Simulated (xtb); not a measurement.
1-chloro-3-methylbuta-1,2-diene (C5H7Cl), SMILES CC(=C=CCl)C. All values are semi-empirical tight-binding results from xtb (GFN2-xTB unless named), good for trends rather than for accurate numbers. Geometry optimised at GFN2-xTB.

Computed properties:
```
Item                                                  Result
---------------------------------------------  -------------
point group as xtb finds it                               Cs
orbital gap                                          4.65 eV
dipole moment                                         2.74 D
zero-point energy                              63.5 kcal/mol
G − E(el) at 298.15 K (modified RRHO)          43.0 kcal/mol
static polarisability (D4 model)                  72.0 bohr³
solvation energy, GFN2-xTB/ALPB(water)         -2.5 kcal/mol
solvation energy, GFN2-xTB/ALPB(acetonitrile)  -5.7 kcal/mol
```
